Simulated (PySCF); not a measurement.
One change to the structure, seen by NMR

Starting compound: `FC(F)(F)OC([SiH3])[SiH3]`, C2H7F3OSi2.

¹H NMR (500 MHz, computed): δ 4.44 (sept, 1H), 4.16 (d, 6H). ¹³C{¹H} NMR (computed): δ 131.3 (C), 61.8 (CH).

Computational details: geometry: GFN2-xTB, shieldings: GIAO PBE0/pcSseg-1, in PySCF (rapidly exchanging positions averaged, one conformer, isolated molecule, non-relativistic Hamiltonian).

δ = σ(ref) − σ, references computed at the same level: ¹H (31.72 ppm) and ¹³C (186.93 ppm) against TMS. Splittings of carbon signals by F and P are missing where no couplings were computed. Where no couplings were computed, multiplicities follow the n + 1 count of equivalent neighbours, and m marks all less simple cases (inequivalent or close neighbours, rings, F or P nearby). Shifts are as computed. Against solution values, carbons near 30 ppm lie about +3 ppm off and those near 130 ppm about +5 ppm. Of 1309 compounds with measured shifts, 239 miss one by over three times the rms of a fit or turn the order of signals round; such compounds aren't used in these exercises.

**Question.** What are the spectra after this edit: CH2 inserted into a C-O bond, giving `FC(F)(F)COC([SiH3])[SiH3]`?

**Answer.** ¹H NMR (500 MHz, computed): δ 4.02 (d, 6H), 3.88 (m, 2H), 3.66 (sept, 1H). ¹³C{¹H} NMR (computed): δ 134.3 (C), 73.4 (CH2), 62.8 (CH).

**Question.** What are the spectra after this edit: Si replaced by C, giving `C[C@H]([SiH3])OC(F)(F)F`?

**Answer.** ¹H NMR (500 MHz, computed): δ 4.46 (m, 1H), 3.97 (d, 3H), 1.68 (d, 3H). ¹³C{¹H} NMR (computed): δ 131.8 (C), 70.2 (CH), 21.5 (CH3).
